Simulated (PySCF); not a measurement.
Cl₂GaHS, SMILES [SH][Ga]([Cl])[Cl].

Geometry: B3LYP-D3(BJ)/def2-SVP. The structure was generated by enumeration; whether it is a known compound was not checked. The values are those of a single conformer.

These are TDA-PBE/def2-SVPD run with PySCF 2.14.0 values and carry that method's errors.

Vertical excitations.  State labels are in the subgroup Cs.

```csv
state,symmetry,energy (eV),λ (nm),f,main pairs
S1,A",4.45,279,0.007,HOMO→LUMO 100 %
S2,A',5.23,237,0.000,"HOMO→LUMO+1 47 %, HOMO−2→LUMO 29 %, HOMO−1→LUMO 22 %"
S3,A',5.29,234,0.012,"HOMO−1→LUMO 70 %, HOMO−2→LUMO 25 %"
S4,A",5.41,229,0.000,HOMO−3→LUMO 100 %
S5,A',5.74,216,0.128,"HOMO−2→LUMO 34 %, HOMO→LUMO+1 33 %, HOMO−5→LUMO 25 %"
S6,A",5.83,213,0.000,HOMO−1→LUMO+1 98 %
S7,A",5.89,210,0.000,HOMO−2→LUMO+1 91 %
S8,A",5.99,207,0.032,HOMO−4→LUMO 92 %
S9,A",6.23,199,0.014,HOMO→LUMO+2 98 %
S10,A',6.26,198,0.021,HOMO−3→LUMO+1 83 %
T1,A",4.12,301,0,HOMO→LUMO 99 %
T2,A',4.71,263,0,HOMO→LUMO+1 93 %
T3,A',4.93,251,0,"HOMO−1→LUMO 63 %, HOMO−2→LUMO 32 %"
T4,A',4.97,249,0,"HOMO−2→LUMO 63 %, HOMO−1→LUMO 35 %"
```
Triplets are in the Tamm–Dancoff approximation.
